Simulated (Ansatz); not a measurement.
Basis-set extrapolation for C2H5BF2Si, SMILES `F[C@@H]1BC[Si@H]1F` (PBE0-D4/def2-TZVP geometry, frozen core, the Gaussian-basis code of Ansatz). Multiplicity 1, RHF reference.

```tsv
	def2-TZVPP	def2-QZVPP
HF	-591.312531	-591.335348
MP2 correlation	-1.042283	-1.128125
CCSD(T) correlation	-1.118447	not run
```

Energies in hartree. Use E(X) = E(∞) + A·exp(−7.88·√X) for Hartree–Fock and E(X) = E(∞) + B·X^(−2.97) for correlation, with X = 3 and 4, and add CCSD(T) minus MP2 of the smaller set to the MP2 limit.

Question: What is the CCSD(T) energy at the basis-set limit?

Answer: HF limit: -591.335348 + (-0.022817) × 0.13774 = -591.33849. MP2 limit: -1.128125 + (-0.085842) × 0.74074 = -1.19171. Higher-order term: -1.118447 − (-1.042283) = -0.07616. Total: -592.60636 hartree, 460.5 kJ/mol below CCSD(T)/def2-TZVPP.
